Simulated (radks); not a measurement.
Species: Pr. Configuration: [Xe] 4f2.5 5d0.5 6s2 (fractional occupations, a model configuration).

Method: scalar-relativistic Kohn-Sham, PBE, spin-polarised, spherical densities, finite nucleus; open shells are filled with parallel spins first (spin-orbit coupling, left out, can overturn this in heavy ions); Fermi nuclear charge, rms radius 4.8919 fm; computed with a radial shooting solver on a logarithmic mesh with Libxc functionals.

Energy parts (eV):
| part | energy |
|---|---|
| total | -251348.90 |
| kinetic | 266927.30 |
| electron-nucleus | -609631.08 |
| Hartree | 97223.05 |
| exchange-correlation | -5868.16 |

Orbitals (lengths in bohr, moments of r in powers of bohr; <r^-3> diverges for s and p1/2; r(90%) holds 90 % of the orbital's charge):
orbital  occ.  eigenvalue (eV)   <1/r>  <r^-3>  r(90%)
1s up       1        -41814.74   64.68       -  0.0435
1s down     1        -41814.74   64.68       -  0.0435
2s up       1        -6729.454   14.93       -   0.159
2s down     1        -6729.438   14.93       -   0.159
2p up       3        -6021.896   14.11    8481   0.147
2p down     3        -6021.885   14.11    8481   0.147
3s up       1        -1454.682   5.430       -   0.400
3s down     1        -1454.038   5.432       -   0.399
3p up       3        -1230.543   5.136    1712   0.405
3p down     3        -1229.901   5.138    1713   0.405
3d up       5        -915.7169   4.873   234.2   0.387
3d down     5        -915.2147   4.875   234.4   0.387
4s up       1        -292.3004   2.268       -   0.893
4s down     1        -290.4709   2.268       -   0.893
4p up       3        -219.0166   2.091   370.3   0.958
4p down     3        -217.1689   2.091   370.5   0.958
4d up       5        -114.1629   1.825   41.66    1.09
4d down     5        -112.2924   1.825   41.68    1.09
4f up     2.5          -4.1842   1.232   4.573    1.92
4f down     0          -2.5053   1.211   4.456    2.02
5s up       1         -41.0605  0.8867       -    2.15
5s down     1         -39.7387  0.8804       -    2.16
5p up       3         -23.1227  0.7517   52.08    2.54
5p down     3         -22.0286  0.7442   50.70    2.57
5d up     0.5          -2.7244  0.4381   2.276    4.92
5d down     0          -2.1763  0.4168   2.020    5.28
6s up       1          -3.7627  0.2891       -    6.37
6s down     1          -3.4809  0.2811       -    6.56

The highest occupied level is 5d up at -2.724 eV. The spin density at the nucleus is 0.881 e/bohr^3 (1s 0.009, 2s -0.177, 3s -3.380, 4s -0.408, 5s 3.459, 6s 1.378). The density falls to 0.001 e/bohr^3 at r = 5.40 bohr. Spin moment in Bohr magnetons: 3.
